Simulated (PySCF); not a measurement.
A structure optimised at PBE-D3(BJ)/def2-SVP, used in a PySCF frequency run:

```xyz
12

C     -2.1685     0.9533     0.0000
C     -0.9460     0.8798     0.0000
C      0.4888     0.8288     0.0000
C      1.2046     1.9929     0.0000
C      1.1833    -0.4643     0.0000
C      0.6592    -1.7085     0.0000
F     -0.6498    -1.9776     0.0000
H     -3.2479     1.0055     0.0000
H      0.7001     2.9690     0.0000
H      2.3051     1.9749     0.0000
H      2.2835    -0.4219     0.0000
H      1.2783    -2.6214     0.0000
```
Charge 0, spin multiplicity 1.

Problem. Write its SMILES, formula and point group.

Solution. C#CC(=C)/C=C\F, C6H5F, Cs

Problem. What are its rotational constants (standard atomic weights)?

Solution. 3.5906, 2.4195, 1.4455 GHz
